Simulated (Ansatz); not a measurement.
cyclo-(H2GeSe)2 (Ge₂H₄Se₂). Total charge 0; triplet. Geometry PBE-D4/def2-SVP, that of the neutral singlet; atoms count from 1.

Cartesian coordinates in Å:
```
Ge 1.0075 0.8925 -0.7821
H 2.4514 0.4752 -1.1795
H 0.7101 2.3354 -1.2788
Se -0.6213 -0.6739 -1.5696
Ge -1.0071 -0.8930 0.7821
H -2.4493 -0.4647 1.1741
H -0.7211 -2.3364 1.2836
Se 0.6297 0.6649 1.5701
```

At PBE0-D4/def2-TZVP a singlet of charge 0 lies 3.76 eV below the triplet at the same geometry.

Problem. Estimate the Mulliken populations from the PBE0/def2-TZVP orbitals of Ansatz.

Solution. 
```json
{"atom": "Ge1", "charge (e)": "0.24", "spin (α − β)": "0.16"}
{"atom": "H2", "charge (e)": "0.02", "spin (α − β)": "0.07"}
{"atom": "H3", "charge (e)": "0.02", "spin (α − β)": "0.07"}
{"atom": "Se4", "charge (e)": "-0.43", "spin (α − β)": "0.18"}
{"atom": "Ge5", "charge (e)": "0.24", "spin (α − β)": "0.16"}
{"atom": "H6", "charge (e)": "0.02", "spin (α − β)": "0.07"}
{"atom": "H7", "charge (e)": "0.02", "spin (α − β)": "0.07"}
{"atom": "Se8", "charge (e)": "-0.14", "spin (α − β)": "1.20"}
```
Mulliken values depend strongly on the basis.

Problem. Where does the spin sit?

Solution. Summed by element: Ge 0.32, H 0.29, Se 1.39, of 2 unpaired in all. Largest on single atoms: Se8 1.20, Se4 0.18, Ge5 0.16.

Problem. And the Mayer bond orders between heavy atoms (over 0.3)?

Solution. Ge1–Se4 0.98 (2.39 Å); Ge1–Se8 0.70 (2.39 Å); Se4–Ge5 0.98 (2.39 Å); Ge5–Se8 0.70 (2.39 Å).
